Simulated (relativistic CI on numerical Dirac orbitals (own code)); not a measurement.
# Ni²⁺: L2,3 absorption edge

Computed with this model: Dirac-Coulomb-Breit CI, KLI orbitals optimised for each configuration, model QED, valence Slater integrals scaled by 0.9, multiplet model of core-to-valence dipole absorption; configurations [Ar] 3d8 → [He] 2s2 2p5 3s2 3p6 3d9; 300 K; Lorentzian 0.4 eV and Gaussian 0.3 eV FWHM. Energies are those of the free ion, without screening or charge transfer. The branching ratio is the share of the lower-energy edge in the whole absorption, uncertain by about 0.02 where the edges overlap. S is read from ⟨S²⟩ = S(S + 1).

Field parameters in Wybourne normalisation: D3d B²₀ = −7Dσ, B⁴₀ = −14Dq − 21Dτ, B⁴₃ = −14√(10/7) Dq. The field is a parameter set, without covalency.

Case free ion, the dichroism is that of the ground state at zero temperature, magnetised by exchange field 10 meV on Sz. The dichroism I(Δm = −1) − I(Δm = +1), over the sum of the three polarisations, integrates to -0.6828 on the lower edge and -0.0663 on the upper edge. The branching ratio is 0.933.

**Question.** Use the orbital sum rule with 2 holes to get ⟨Lz⟩.

**Answer.** For a p → d edge ⟨Lz⟩ = 2 × n_h × (sum of both integrals) in this sign convention = -3.00; the ground state itself has ⟨Lz⟩ = -3.00 and ⟨Sz⟩ = -1.00. The rule assumes one radial integral for both edges, which relativistic orbitals only approach.
